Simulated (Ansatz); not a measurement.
Cl$_{2}$H$_{7}$HfNOSi$_{2}$ at its PBE0-D4/def2-TZVP geometry, where that method's forces vanish. The species carries charge 0 and has multiplicity 1. Hf: def2 effective core potential. The bonds changed during the relaxation, so this is another structure than the one it started from.

```xyz
14

O     2.7134   -0.3160   -0.1629
Hf    1.0858   -1.2759   -0.1083
Cl    0.7977   -2.4895   -2.1090
Cl    1.0189   -2.6414    1.8124
N    -0.3128    0.1941    0.0263
Si   -0.0404    1.9095    0.0703
Si   -1.9080   -0.4803    0.0933
H     3.5947    0.0431   -0.2006
H    -1.3550    2.6026    0.1663
H     0.7870    2.2840    1.2463
H     0.6541    2.3662   -1.1614
H    -2.7526   -0.0733   -1.0581
H    -1.6703   -1.9584    0.0239
H    -2.6125   -0.1646    1.3616
```

What forces (eV/Å) does r2SCAN-D4/def2-TZVPP give on these atoms in Ansatz 0.2.0? (Estimate.)

Ansatz gave: 
```
O1   0.089  0.078 -0.002
Hf2 -0.050 -0.095 -0.001
Cl3 -0.003 -0.053 -0.098
Cl4  0.008 -0.059  0.094
N5  -0.066  0.103  0.008
Si6  0.007  0.038  0.001
Si7 -0.039 -0.038  0.001
H8   0.044  0.014 -0.002
H9   0.031 -0.003 -0.001
H10 -0.013  0.000 -0.024
H11 -0.010 -0.001  0.025
H12  0.010 -0.010  0.022
H13 -0.013  0.032  0.002
H14  0.007 -0.008 -0.024
```
